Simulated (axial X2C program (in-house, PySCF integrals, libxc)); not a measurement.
## Bond lengths and stretching modes, held linear, of NTeN⁺

Calculated with an in-house all-electron X2C program for linear molecules (integrals from PySCF): two-component X2C with atomic mean-field Coulomb and Gaunt terms, Gaussian nuclei, basis N dyall-av3z, Te dyall-v3z with contracted cores. Spin-free rows use the one-electron spin-free X2C Hamiltonian.

Masses N 14.003, Te 129.906, N 14.003 u. States: 2c Ω = 1/2 (beyond evenly filled blocks: ω = 1/2); spin-free M_S = 1/2, Λ = 1 (beyond evenly filled blocks: π+α, π+β, π-α).

MP2, spin-free: energies above the lowest point

```csv
r(N–Te) (Å),r(Te–N) (Å),E (meV)
1.8047,1.8047,0.00
1.8047,1.8510,4.85
1.8047,1.8973,72.81
1.8510,1.8047,4.85
1.8510,1.8510,7.80
1.8510,1.8973,75.83
1.8510,1.9436,186.41
1.8973,1.8047,72.81
1.8973,1.8510,75.83
1.8973,1.8973,144.91
1.9436,1.8510,186.41
1.9436,1.9436,370.33
```

Question: Fit a quadratic surface with cubic terms in each bond: where is the minimum, and what are the two stretching wavenumbers?

Answer: At MP2, spin-free: bonds 1.825 and 1.825 Å; harmonic stretches 843.1 and 922.1 cm⁻¹; force constants 5.82, 5.82 and coupling 0.05 mdyn/Å.

The other levels and Hamiltonians give:

| Hamiltonian | level | r(N–Te) (Å) | r(Te–N) (Å) | lower stretch (cm⁻¹) | upper stretch (cm⁻¹) |
| --- | --- | --- | --- | --- | --- |
| 2c | PBE0 | 1.850 | 1.850 | 673.5 | 776.5 |
| 2c | r2SCAN | 1.861 | 1.861 | 647.0 | 766.6 |
| spin-free | HF | 1.897 | 1.897 | 577.7 | 598.0 |

Each state is one determinant, the lowest of a limited PBE0 search; the stretches come from a fit to these few points and carry an uncertainty of a few per cent. Other orders of the atoms were not compared. Left out for rough or failed fits: HF 2c, MP2 2c, PBE0 spin-free, r2SCAN spin-free. The levels spread by more than a fifth, so the stretches depend strongly on the method. MP2 freezes inner shells (threshold -2 hartree). The molecule was held linear; bending was not examined, so a bent shape may lie lower.
